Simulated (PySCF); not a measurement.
PySCF job for C₂H₄BFO₂, SMILES C(C)(OBF)=O, PBE0/pcSseg-1. The structure is a stationary point at B3LYP-D3(BJ)/def2-SVP. This is a generated structure with no PubChem entry under its InChIKey; it may be hypothetical. The values are those of a single conformer.

```python
import numpy as np
from pyscf import gto, scf, dft
from pyscf.prop.nmr import rks as nmr

mol = gto.M(
    atom='''
    B     1.16293412    0.01806150    1.17383278
    F     0.24534400    0.31832030    2.07354968
    H     2.30598086   -0.14568081    1.50385913
    O     0.85240919   -0.05031707   -0.15429480
    C    -0.41239750   -0.17757643   -0.69954966
    C    -0.48766124    0.49264794   -2.04219275
    O    -1.28440268   -0.78628475   -0.15453167
    H    -1.47923345    0.33592866   -2.48212108
    H     0.29420233    0.08718356   -2.70247045
    H    -0.28741612    1.56976400   -1.92931219
    ''',
    basis='pcSseg-1',
    charge=0,
    spin=0,
    max_memory=1600,
    verbose=3,
)
mf = dft.RKS(mol, xc='pbe0')
mf.grids.level = 3
mf.conv_tol = 1e-10
mf.max_cycle = 100
mf.kernel()
n = nmr.NMR(mf)
n.verbose = 2
n.max_cycle_cphf = 60
sigma = n.kernel()
print('atom   isotropic/ppm   span/ppm')
for i, s in enumerate(sigma):
    w = np.linalg.eigvalsh((s + s.T) / 2)
    print(f'{mol.atom_symbol(i):2s}{i + 1:3d} {w.mean():14.3f} {w[2] - w[0]:11.3f}')
```

Output:

```
converged SCF energy = -353.459287024378
atom   isotropic/ppm   span/ppm
B   1         76.482      25.294
F   2        235.335     373.228
H   3         27.003       6.606
O   4         54.525     258.170
C   5         12.662     189.489
C   6        160.308      51.256
O   7       -181.749     734.306
H   8         29.392       9.199
H   9         28.931       7.789
H  10         29.025       7.357
```

Self-consistency was reached.
